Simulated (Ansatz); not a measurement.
Cost and result for the atomization energy of CH8SSi2, SMILES `CS[SiH2][SiH3]` (12 atoms, 11 bonds).

Cartesian coordinates in Å:
```
C -1.4607 2.0954 -0.3068
S -1.3631 0.2896 -0.4731
Si 0.6193 -0.0430 0.2266
Si 1.0151 -2.3448 0.1120
H -0.7149 2.5855 -0.9324
H -1.3332 2.3987 0.7323
H -2.4547 2.3902 -0.6428
H 1.6010 0.7065 -0.6093
H 0.7699 0.4525 1.6252
H 0.0387 -3.0770 0.9606
H 0.8919 -2.8180 -1.2917
H 2.3905 -2.6356 0.5996
```

The species carries charge 0 and has multiplicity 1. The structure was optimised at the PBE0-D4/def2-TZVP level. It is one conformer, not always the lowest. Program: Ansatz. All runs use 4 threads of an Arm Neoverse V1 on a shared host. Times are those of one run each, without the atoms' runs, and a repeat can differ threefold. Electronic energies, without spin–orbit coupling; frozen cores. CCSD(T)/CBS adds CCSD(T) − MP2 in def2-TZVPP to the MP2 limit, and its time is that of the two runs behind it. T1 = 0.012. B3LYP takes the VWN-RPA correlation (the form of Gaussian; ORCA's B3LYP/G).

CCSD(T)/CBS is a level of theory with its own doubt, some kJ/mol a heavy atom from the limit and from the frozen cores, so smaller differences don't rank the functionals.

```tsv
level	functions	wall time
PBE-D4/def2-TZVPP (with forces)	269	2.8 s
PBE0-D4/def2-TZVPP	269	3.6 s
r2SCAN-D4/def2-TZVPP (with forces)	269	5.5 s
B3LYP-D4/def2-TZVPP (with forces)	269	6 s
B2PLYP/def2-TZVPP	269	6 s
ωB97X-V/def2-TZVPP	269	9 s
ωB97M-V/def2-TZVPP (with forces)	269	13 s
MP2/def2-QZVPP	507	23 s
CCSD(T)/def2-TZVPP	269	2.2 min
CCSD(T)/CBS(def2)	–	2.6 min
```

**Question.** What atomization energy does each give, and how far from CCSD(T)/CBS? (An estimate is asked.)

**Answer.** Ansatz gave: 
```json
{"level": "PBE-D4/def2-TZVPP (with forces)", "atomization (kcal/mol)": "909.2", "difference from CCSD(T)/CBS": "-1.5", "per bond": "-0.1"}
{"level": "PBE0-D4/def2-TZVPP", "atomization (kcal/mol)": "905.1", "difference from CCSD(T)/CBS": "-5.6", "per bond": "-0.5"}
{"level": "r2SCAN-D4/def2-TZVPP (with forces)", "atomization (kcal/mol)": "911.0", "difference from CCSD(T)/CBS": "0.3", "per bond": "0.0"}
{"level": "B3LYP-D4/def2-TZVPP (with forces)", "atomization (kcal/mol)": "908.7", "difference from CCSD(T)/CBS": "-2.0", "per bond": "-0.2"}
{"level": "B2PLYP/def2-TZVPP", "atomization (kcal/mol)": "895.4", "difference from CCSD(T)/CBS": "-15.3", "per bond": "-1.4"}
{"level": "ωB97X-V/def2-TZVPP", "atomization (kcal/mol)": "917.1", "difference from CCSD(T)/CBS": "6.4", "per bond": "0.6"}
{"level": "ωB97M-V/def2-TZVPP (with forces)", "atomization (kcal/mol)": "911.6", "difference from CCSD(T)/CBS": "0.9", "per bond": "0.1"}
{"level": "MP2/def2-QZVPP", "atomization (kcal/mol)": "897.8", "difference from CCSD(T)/CBS": "-12.9", "per bond": "-1.2"}
{"level": "CCSD(T)/def2-TZVPP", "atomization (kcal/mol)": "887.0", "difference from CCSD(T)/CBS": "-23.7", "per bond": "-2.2"}
{"level": "CCSD(T)/CBS(def2)", "atomization (kcal/mol)": "910.7", "difference from CCSD(T)/CBS": "0.0", "per bond": "0.0"}
```

The D4 term adds +10.7 kcal/mol with B3LYP and +5.6 kcal/mol with PBE0; it sums over pairs of atoms, weighted by their polarisabilities, and B3LYP, whose exchange is more repulsive, gets the larger term. From PBE to PBE0 (25 % exact exchange), in def2-TZVPP and without D4, the atomization energy moves by −3.2 kcal/mol: exact exchange takes away binding that semilocal exchange gives to molecules. In def2-TZVPP, CCSD(T) changes the Hartree–Fock value by +200.9 kcal/mol (the triples alone add +9.8 kcal/mol) and MP2 by +197.7 kcal/mol; breaking electron pairs costs correlation energy, which Hartree–Fock lacks.
